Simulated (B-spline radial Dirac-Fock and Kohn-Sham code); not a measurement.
**Elastic scattering of 62.1 keV positrons by the free chlorine atom**

The computed values come from a radial finite-basis atomic code: relativistic (Dirac) partial waves in the static field of the Dirac-Fock atom, without polarisation or absorption potentials.

Input of the calculation (task.json; shells as n, l, electrons):

```json
{"items": [{
  "Z": 17,
  "q": 0,
  "cfg": [[1, 0, 2], [2, 0, 2], [2, 1, 6], [3, 0, 2], [3, 1, 5]],
  "A": 35,
  "rrms": 3.3654,
  "do": "elastic",
  "energies": [[62100.0, 1]],
  "theta": [0, 10, 20, 30, 40, 50, 60, 70, 80, 90, 100, 110, 120, 130, 140, 150, 160, 170, 180]
}]}
```

Command: `python xray2_run.py task.json out`

```csv
θ (°),dσ/dΩ (Å²/sr),Sherman function
0,29.0,0.000
10,0.0143,0.000
20,0.00101,0.001
30,0.000212,0.002
40,7.05e-05,0.004
50,3.02e-05,0.005
60,1.53e-05,0.007
70,8.75e-06,0.009
80,5.48e-06,0.010
90,3.69e-06,0.012
100,2.64e-06,0.013
110,1.99e-06,0.013
120,1.57e-06,0.013
130,1.30e-06,0.012
140,1.11e-06,0.010
150,9.87e-07,0.008
160,9.08e-07,0.006
170,8.64e-07,0.003
180,8.50e-07,0.000
```

The total elastic cross section is 0.0519 Å², the first transport cross section 0.000161 Å² and the second, weighted with (3/2) sin²θ, 0.000416 Å². The mean deflection is ⟨1 − cos θ⟩ = 0.00311, and 0.022 % of the collisions scatter beyond 90°.
